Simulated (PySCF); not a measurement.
Se(H)(tBu), C4H10Se, SMILES CC(C)(C)[SeH] (GFN2-xTB optimised geometry):

```
15

Se    -1.744     0.109     0.000
H     -1.855     1.551     0.000
C      0.289     0.109     0.000
C      0.767     0.834    -1.248
C      0.767     0.804     1.264
C      0.707    -1.353    -0.018
H      1.855     0.816    -1.290
H      0.442     1.874    -1.242
H      0.379     0.355    -2.144
H      0.441     1.843     1.285
H      0.382     0.303     2.150
H      1.856     0.786     1.305
H      0.324    -1.874     0.860
H      0.327    -1.852    -0.909
H      1.793    -1.430    -0.017
```

Method: B3LYP/def2-TZVP (PySCF 2.14.0).

Question: What are the frontier orbital energies and the dipole moment?

Answer: HOMO-2 -9.48 eV, HOMO-1 -8.04 eV, HOMO -6.16 eV, LUMO -0.26 eV, LUMO+1 0.51 eV; dipole moment 1.73 D.

Meta-Löwdin charges at B3LYP/def2-TZVP: Se1 -0.09, H2 0.04, C3 0.04, C4 -0.33, C5 -0.33, C6 -0.33, H7 0.11, H8 0.11, H9 0.12, H10 0.11, H11 0.12, H12 0.11, H13 0.11, H14 0.11, H15 0.11.
